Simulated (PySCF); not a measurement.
A structure optimised at PBE-D3(BJ)/def2-SVP, used in a PySCF frequency run:

```xyz
7

F     -3.1964     0.3542    -0.9349
C     -2.4304    -0.4410    -0.1665
C     -1.1309    -0.5937    -0.3431
C      0.1616    -0.7778    -0.4703
Br     1.4729     0.2915     0.4221
H     -3.0078    -0.9579     0.6209
H      0.6208    -1.5568    -1.1004
```

**Question.** Write its SMILES and formula.

**Answer.** FC=C=CBr, C₃H₂BrF

**Question.** What are its rotational constants (standard atomic weights)?

**Answer.** 15.575, 1.0093, 0.97748 GHz
